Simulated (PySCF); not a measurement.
A PySCF script (with the pyscf-properties extension) for the NMR shieldings of `C(C)CB1OCCCO1`, C6H13BO2, on a GFN2-xTB geometry:

```python
import basis_set_exchange as bse
import numpy as np
from pyscf import gto, dft
from pyscf.prop import nmr

atoms = """
C    -3.635687   -0.137848   -0.483117
C    -2.142487    0.133935   -0.622391
C    -1.335636   -0.499195    0.515142
B     0.242629   -0.303689    0.367255
O     0.971843   -0.085892    1.495181
C     2.371171    0.088451    1.414408
C     2.781929    0.674431    0.065190
C     2.188574   -0.196977   -1.040381
O     0.797491   -0.370899   -0.872544
H    -3.831093   -1.207739   -0.501058
H    -4.188357    0.325112   -1.297857
H    -4.009492    0.261494    0.457373
H    -1.782358   -0.262383   -1.572782
H    -1.969248    1.212026   -0.628855
H    -1.673250   -0.093770    1.469793
H    -1.559157   -1.568556    0.537956
H     2.855611   -0.885037    1.566546
H     2.659652    0.754115    2.234817
H     2.374628    1.683864   -0.021128
H     3.866949    0.716530   -0.020786
H     2.339100    0.262209   -2.023570
H     2.666776   -1.185601   -1.040041
"""
names = dict.fromkeys(["C", "B", "O", "H"], "pcSseg-1")
basis = {el: gto.basis.parse(bse.get_basis(n, elements=[el], fmt="nwchem")) for el, n in names.items()}
mol = gto.M(atom=atoms, basis=basis, charge=0, verbose=0)
mf = dft.RKS(mol, xc="PBE0")
mf.grids.level = 2
mf.grids.alignment = dft.numint.BLKSIZE   # the property module wants whole blocks of grid points
mf.conv_tol = 1e-9
mf.kernel()

calc = nmr.RKS(mf)   # GIAO
C = mf.mo_coeff
Co = C[:, mf.mo_occ > 0]
resp = mf.gen_response(singlet=True, hermi=2)
def vind(x):   # induced exchange potential for any number of trial vectors
    d = np.einsum("pi,xij,qj->xpq", C, 2 * x.reshape(-1, C.shape[1], Co.shape[1]), Co, optimize=True)
    return np.einsum("xpq,pi,qj->xij", resp(d - d.transpose(0, 2, 1)), C, Co, optimize=True).ravel()
mo1, _ = nmr.rhf.solve_mo1(calc, with_cphf=vind)
sigma = calc.kernel(mo1)
for i, s in enumerate(sigma):   # ppm
    print("%2d %-2s %9.2f" % (i, mol.atom_pure_symbol(i), np.trace(s) / 3))
```

**Question.** What are the results?

**Answer.** 
```
 0 C     166.60
 1 C     164.68
 2 C     164.19
 3 B      71.98
 4 O     212.63
 5 C     121.85
 6 C     155.13
 7 C     121.71
 8 O     215.91
 9 H      30.95
10 H      30.50
11 H      30.88
12 H      30.21
13 H      30.68
14 H      31.13
15 H      31.17
16 H      27.54
17 H      27.40
18 H      29.74
19 H      30.17
20 H      27.40
21 H      27.54
```

These numbers come from an equivalent density-fitted implementation of the same equations, which agrees with the script to about 0.01 ppm for H and up to a few tenths of a ppm for heavy atoms, so last digits may differ.

Size and cost of the density-fitted run: 218 basis functions, 54 s wall time on 1 thread of an Arm Neoverse V1, shared host.
